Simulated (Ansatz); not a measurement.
Ansatz (a quantum-chemistry and plane-wave program) input (PBE/3-21G): The .json file is the Basis Set Exchange's 3-21G.

Ansatz 0.2 input:
```yaml
crystal:
  periodic: [false, false, false]
  atoms:
    - {symbol: O, position_ang: [-1.92322600, -1.18393300, -0.01810100]}
    - {symbol: B, position_ang: [-0.86423500, -0.29074300, -0.20027400]}
    - {symbol: O, position_ang: [-1.08109800, 0.71905700, -1.11277600]}
    - {symbol: O, position_ang: [0.27677900, -0.45632000, 0.50167800]}
    - {symbol: Si, position_ang: [1.66631900, 0.63865800, 0.32396600]}
    - {symbol: H, position_ang: [-1.63709700, -1.82770300, 0.63752400]}
    - {symbol: H, position_ang: [-0.26018600, 1.25589000, -1.13012000]}
    - {symbol: H, position_ang: [1.94540800, 0.88004400, 1.81614500]}
    - {symbol: H, position_ang: [2.76494500, -0.42616600, 0.17588800]}
basis:
  gaussian:
    orbitals: 3-21G.json
hamiltonian:
  xc: {name: PBE}
total_charge: -1
output: {forces: true}
```

Output:

```
Functional definition: PBE
integrals: 0.02 GiB planned
671 factors; their error is unknown
mean field: 0.11 GiB planned
mean field evaluation 1: about -14671.0117 eV, gradient 3.4e1 eV
mean field evaluation 2: about -14668.9879 eV, gradient 5.0e1 eV
mean field evaluation 4: about -14673.4064 eV, gradient 1.5e0 eV
mean field evaluation 8: about -14673.4131 eV, gradient 2.9e-2 eV
mean field evaluation 16: about -14673.3664 eV, gradient 1.2e-5 eV
integrals: 0.05 GiB planned
a density is far from that of the atoms, so the factors are made again for it
686 factors; integrals over basis functions are off by at most 4.2e-5 eV
mean field: 0.10 GiB planned
mean field -14673.36456998 eV, -539.2362019831 hartree, gradient 1.7e-5 eV, S^2 0.000000; 0 other end points of the search recorded, 0 dependent functions left out
the calculation of the forces begins
reference -14673.36459971 eV, -539.2362030757 hartree; 24, 24 occupied and 33, 33 virtual orbitals, 686 factors
Total energy: -14673.36459971 eV, -539.2362030757 hartree
Atom 0 at    -1.923226    -1.183933    -0.018101 Å, force    -1.282794     0.476094    -1.020069 eV/Å
Atom 1 at    -0.864235    -0.290743    -0.200274 Å, force    -0.503861    -0.029931    -0.227914 eV/Å
Atom 2 at    -1.081098     0.719057    -1.112776 Å, force    -1.509968    -0.022410    -0.736593 eV/Å
Atom 3 at     0.276779    -0.456320     0.501678 Å, force     0.350483    -0.870407     0.868259 eV/Å
Atom 4 at     1.666319     0.638658     0.323966 Å, force     0.469703     0.870695    -0.458691 eV/Å
Atom 5 at    -1.637097    -1.827703     0.637524 Å, force     0.466785    -1.296747     1.265881 eV/Å
Atom 6 at    -0.260186     1.255890    -1.130120 Å, force     1.356079     1.072466    -0.176502 eV/Å
Atom 7 at     1.945408     0.880044     1.816145 Å, force     0.199463     0.103054     0.497646 eV/Å
Atom 8 at     2.764945    -0.426166     0.175888 Å, force     0.454111    -0.302814    -0.012018 eV/Å
Dipole moment:    -0.524926    -0.436755     0.085534 e Å
```

The dipole moment of an ion depends on the origin.

The geometry given is a B3LYP-D3(BJ)/def2-TZVP minimum.
